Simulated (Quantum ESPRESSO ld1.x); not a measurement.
Problem. Radial electron density D(r) = 4 pi r^2 rho(r) of an atom or ion with 11 electrons. Calculated with ld1.x of Quantum ESPRESSO 7.5: scalar-relativistic Kohn-Sham, LDA (Slater exchange, Perdew-Wang correlation), spin-polarised, spherical densities, point nucleus.

r (bohr)  D(r) (e/bohr)  spin D(r)
0.002609          6.010     0.0782
0.003239          8.519      0.110
0.004019          11.91      0.153
0.005028          16.55      0.211
0.006241          22.23      0.279
0.007746          29.09      0.357
0.009613          36.82      0.437
0.01203           45.05      0.505
0.01493           52.04      0.534
0.01852           56.70      0.499
0.02299           57.82      0.382
0.02876           55.02      0.194
0.0357            50.16     0.0275
0.04431           46.65     0.0211
0.05499           48.07      0.313
0.06879           55.47      0.904
0.08538           63.60       1.40
0.106             64.62       1.30
0.1315            53.67      0.530
0.1632            34.61   -0.00317
0.2042            16.92      0.995
0.2534            8.169       3.08
0.3145            5.112       4.10
0.3904            3.081       2.97
0.4884            1.134       1.13
0.6061           0.2252      0.225
0.7523          0.02053     0.0205
0.9337        0.0007317   0.000732

What is the nuclear charge?

Solution. Z = 46. The innermost maximum, from 1s, lies near gamma/Z bohr with gamma = sqrt(1 - (Z/c)^2) = 0.942, here 0.0205 bohr (found: 0.0219), and its height grows with Z. The density is that of the palladium ion Pd35+ in [Ne] 3s1; the configuration itself is not fixed sharply by these data, and Z only to a few units. D(r) has 2 maxima, at r = 0.0219, 0.0978 bohr, and minima at 0.0469 bohr, inside which lie 2.08 electrons.
